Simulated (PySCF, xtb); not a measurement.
B(AsH2)2(OH) (As2BH5O), SMILES OB([AsH2])[AsH2].

Geometry: B3LYP-D3(BJ)/def2-SVP. This is a generated structure with no PubChem entry under its InChIKey; it may be hypothetical. One conformer was computed; it need not be the lowest.

Method: IEF-PCM-M06-2X/def2-SVP in PySCF 2.14.0.

The values are the electrostatic part of the solvation free energy, E(continuum) − E(gas) at the gas-phase geometry, in a cavity of scaled van der Waals radii (PySCF's table); cavitation and dispersion terms are not included. In vacuum the orbital gap is 8.10 eV. The dipole moment in vacuum is 1.94 D.

Computed values in water (ε = 78.36), acetonitrile (ε = 35.69), 1-octanol (ε = 9.86):
```csv
solvent,ε,ΔG(elec) (kcal/mol),dipole (D),gap (eV)
water,78.36,-5.3,2.62,8.21
acetonitrile,35.69,-5.2,2.60,8.20
1-octanol,9.86,-4.5,2.51,8.19
```

For comparison, GFN2-xTB/ALPB(water) (xtb, at the GFN2-xTB geometry, all terms of that model) gives -5.1 kcal/mol.
